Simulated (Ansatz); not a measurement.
Si (SMILES [Si]), triplet. Base run: Ansatz (a program for electronic structure) with B3LYP/STO-3G.

Ansatz was given this input:
Ansatz 0.2 input:
```yaml
crystal:
  periodic: [false, false, false]
  atoms:
    - {symbol: Si, position_ang: [0.00000000, 0.00000000, 0.00000000]}
basis:
  gaussian:
    orbitals: STO-3G
hamiltonian:
  xc: b3lyp
magnetization: {spin_polarized: true, initial_magnetization: 2}
```

Each row names what was changed in the base input (with any setting that the change needs).

```json
[
 {"change": "base", "ΔE vs base (mEh)": "0.000"},
 {"change": "fitting.mean_field = def2-universal-JKFIT", "ΔE vs base (mEh)": "-0.607"},
 {"change": "lower_state_search = full", "ΔE vs base (mEh)": "0.000"},
 {"change": "final_grid = 4, 8, 17", "ΔE vs base (mEh)": "0.038"},
 {"change": "point_charge = charge:-1.0 position_ang:-0.8836, -0.1434, 2.8633", "ΔE vs base (mEh)": "-15.160"},
 {"change": "lower_state_search = off", "ΔE vs base (mEh)": "0.000"},
 {"change": "accuracy = high", "ΔE vs base (mEh)": "0.000"},
 {"change": "final_grid = 6, 12, 29", "ΔE vs base (mEh)": "0.000"},
 {"change": "forces = on", "ΔE vs base (mEh)": "0.000"},
 {"change": "point_charge = charge:1.0 position_ang:2.2596, -1.6049, 1.1483", "ΔE vs base (mEh)": "-8.620"},
 {"change": "nuclear_model = gaussian", "ΔE vs base (mEh)": "0.113"}
]
```
